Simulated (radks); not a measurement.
The numbers below are computed, except where a source is named.
Initial-state core-level shifts of the chlorine ion Cl3+ when its valence configuration changes from [Ne] 3s2 3p2. Level of theory: non-relativistic Kohn-Sham, r2SCAN, spin-unpolarised, spherical densities, point nucleus; meta-GGA in the generalised Kohn-Sham scheme (a radial shooting solver on a logarithmic mesh with Libxc functionals). Shifts are changes of the shell-averaged eigenvalues in eV (positive: less bound); the change of the density at the nucleus, which sets a Mossbauer isomer shift, is in e/bohr^3, on a base of 3228.

\begin{tabular}{lrrrr}
valence & 1s & 2s & 2p & density at nucleus \\ \hline
3p4 & -2.314 & -2.288 & -2.282 & -28.5364 \\
3s1.5 3p2.5 & -0.586 & -0.579 & -0.577 & -7.1148 \\
3s0.5 3p3.5 & -1.744 & -1.723 & -1.718 & -21.3816 \\
3s1 3p3 & -1.167 & -1.153 & -1.150 & -14.2418 \\
\end{tabular}
